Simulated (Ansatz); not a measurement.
System: sum formula TaOBr (charge 0, triplet). The spin state was set by rule; other spins were not relaxed. 
Coordinates optimised at B3LYP-D3(BJ)/def2-TZVP (Ansatz, a first-principles code):
```xyz
3

Ta     0.6597    -0.2462     0.0118
O      1.3641     0.0423    -1.5219
Br    -1.6877     0.5039     0.3233
```
Charge 0, spin multiplicity 3.

Parts of the frozen-core correlation energy in def2-SVPD (Ansatz, hartree). Frozen orbitals: 19; correlated occupied orbitals by spin: 10 and 8; virtual: 70 and 72. UHF or UKS for open shells. No spin-orbit coupling. Past Kr the def2 sets carry scalar-relativistic core potentials.

| term | value |
|---|---|
| reference (HF) | -2703.35788 |
| MP2 opposite-spin | [?] |
| MP2 same-spin | [?] |
| CCSD correlation | [?] |
| (T) | -0.02223 |
| T1 diagnostic | 0.031 |
| largest doubles amplitude | 0.036 |
| <S^2> of the reference | 2.045 |

Question: What belongs in the gaps?

Answer: 
- MP2 opposite-spin, value: -0.30482
- MP2 same-spin, value: -0.13575
- CCSD correlation, value: -0.43510
